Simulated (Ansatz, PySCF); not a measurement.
System: C$_{2}$H$_{8}$GeN, charge 0, multiplicity 2. SMILES: CC[N][GeH3]
Geometry: optimised at B3LYP-D3(BJ)/def2-TZVP (Ansatz, an electronic-structure program).

Wanted: atomisation energy, in kcal/mol. Conventions: UHF or UKS for open shells; no dispersion term unless named; atomisation electronic, to ground-state atoms; no spin-orbit coupling; non-relativistic. Ab initio and DFT rows: single points at B3LYP-D3(BJ) geometries (Ansatz).

```csv
species,coefficient,"E at BP86/def2-SVP (PySCF), Eh","E at wB97M-V/def2-TZVPD (Ansatz), Eh"
CC[N][GeH3],-1,-2212.60888,-2212.56231
C atom,+2,-37.80175,-37.84643
Ge atom,+1,-2076.92051,-2076.80617
H atom,+8,-0.49913,-0.49411
N atom,+1,-54.52739,-54.59266
```

 1 Eh = 627.5095 kcal/mol.

Question: Work the quantity out at each level.

Answer: 
- BP86/def2-SVP: the sum of coefficient times E is 1.56444 Eh, or 981.70 kcal/mol. Result: 981.7 kcal/mol.
- wB97M-V/def2-TZVPD: the sum of coefficient times E is 1.51774 Eh, or 952.40 kcal/mol. Result: 952.4 kcal/mol.
